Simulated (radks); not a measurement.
The numbers below are computed, except where a source is named.
Problem. These are the eigenvalues of the occupied orbitals of an atom or ion with whole-number occupations (Ry). Code: a radial shooting solver on a logarithmic mesh with Libxc functionals. Model: non-relativistic Kohn-Sham, PBE, spin-polarised, spherical densities, point nucleus.

orbital  eigenvalue
1s down   -393.9595
1s up     -393.9586
2s up     -46.33208
2s down   -46.27019
2p up     -39.47519
2p down   -39.42831
3s up      -7.61855
3s down    -7.44964
3p up      -5.73965
3p down    -5.57348
3d up      -2.79821

Which element is it, and in what charge state? The configuration may be excited. Open shells, if any, are filled with parallel spins first.

Solution. Z = 23, vanadium, charge +3: V3+ in [Ar] 3d2. The list shows which subshells hold electrons but not how many an open one holds; the 1s level, -196.98 hartree, gives Z - s = 19.8 by -(Z - s)^2/2, which with screening narrows Z to a few neighbours, and the depths of the outer levels then fix element, charge and occupations together.
